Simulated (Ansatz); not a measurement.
Stretching the Ge1–H2 bond in GeH (multiplicity 2 held). Energies count from the point at 1.606 Å.


R- and RO- levels are restricted; in cc, def2 and unpolarised 6-31G sets they are followed outwards from rest. Active spaces are followed from rest. Full CI gives the lowest state of the spin. Curves can end on different states.

Frozen-core correlation. Filled d and f shells under p-block atoms count as core.

Programs: Ansatz (Gaussian orbitals). 

Energies in kcal/mol.

| R (Å) | RO-HF/cc-pVDZ | RO-MP2/cc-pVDZ | FIC-MRCISD+Q on CASSCF(5,5)/cc-pVDZ | FCI/cc-pVDZ |
|---|---|---|---|---|
| 1.285 | 25.0 | 25.6 | 26.2 | 26.4 |
| 1.446 | 4.3 | 4.7 | 5.1 | 5.1 |
| 1.606 | 0.0 | 0.0 | 0.0 | 0.0 |
| 1.767 | 4.1 | 3.7 | 3.0 | 3.0 |
| 1.928 | 12.3 | 11.6 | 9.9 | 9.9 |
| 2.169 | 27.7 | 26.3 | 22.4 | 22.4 |
| 2.410 | 43.7 | 41.2 | 34.3 | 34.4 |
| 2.811 | 68.3 | 63.2 | 49.0 | 49.3 |
| 3.213 | 88.9 | 79.8 | 56.7 | 57.1 |
| 3.695 | 108.7 | ___ | 60.1 | 60.6 |
| 4.337 | 128.0 | ___ | 61.2 | 61.8 |
| 5.140 | 143.5 | 95.5 | 61.4 | 62.0 |
| 6.425 | 155.9 | 74.9 | 61.5 | 62.1 |

### Question
Complete the blanks.

### Answer

- 3.695, RO-MP2/cc-pVDZ: 92.9
- 4.337, RO-MP2/cc-pVDZ: 99.7

Doubts at one or more of the structures used: a restricted determinant that unrestricted orbitals would lower (RO-HF/cc-pVDZ, RO-MP2/cc-pVDZ).

Ansatz is a first-principles code.
